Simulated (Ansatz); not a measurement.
## Energy profile

The step: SiH₄ + H₂O + NH₃ → SiNH₅ ([NH2][SiH3]) + H₂O + H₂; bonds formed: Si1–N7, H2–H8, H6–O9; bonds broken: Si1–H2, H6–N7, H8–O9 (atoms numbered as in the saddle structure below).

Si1  (-1.199, -0.445, 0.023)
H2  (-0.175, 0.157, -1.442)
H3  (-0.749, -1.778, -0.449)
H4  (-1.934, -0.824, 1.297)
H5  (-2.267, 0.277, -0.713)
H6  (1.124, 0.360, 0.330)
N7  (0.090, 0.540, 0.925)
H8  (0.818, 0.167, -1.258)
O9  (1.907, 0.266, -0.692)
H10  (-0.098, 1.536, 0.845)
H11  (0.102, 0.310, 1.913)
H12  (2.381, -0.566, -0.780)
(Å)

Electronic energies by CCSD(T) at an estimated basis limit (MP2 extrapolated from triple and quadruple zeta, plus CCSD(T) − MP2 in triple zeta), on PBE0-D4/def2-TZVP structures; SiNH9O, singlet; no counterpoise correction. Program: Ansatz 0.2.0. Basis: def2-TZVPP and def2-QZVPP. Cores are frozen in the correlated methods. Extrapolation: Hartree–Fock as exp(−7.88 √X), correlation as X^−2.97.

(1) Give the profile in kJ/mol, counted from the separated reactants. (To be estimated.)

No T1 diagnostic of these runs exceeds 0.012.

## Answers

(1) By the calculation:
```json
{"point": "separated: SiH4 (Si1, H2, H3, H4, H5; singlet) + NH3 (H6, N7, H10, H11; singlet) + H2O (H8, O9, H12; singlet)", "kJ/mol": "0.0"}
{"point": "start structure", "kJ/mol": "-24.4"}
{"point": "saddle", "kJ/mol": "148.4"}
{"point": "end structure", "kJ/mol": "-45.6"}
{"point": "separated: SiNH5 (linked as [NH2][SiH3]; Si1, H3, H4, H5, N7, H10, H11; singlet) + H2 (H2, H8; singlet) + H2O (H6, O9, H12; singlet)", "kJ/mol": "-20.5"}
```

For scale, one of the runs: CCSD(T)/def2-TZVPP, 230 basis functions, launched by `ansatz run in.yaml --threads 4 --pin off --events-out ev --progress --plain --max-ram 9574MiB`. The run took 110 s on 4 CPU threads of an Intel Xeon (shared host), with 3.9 GiB of host memory at its peak.
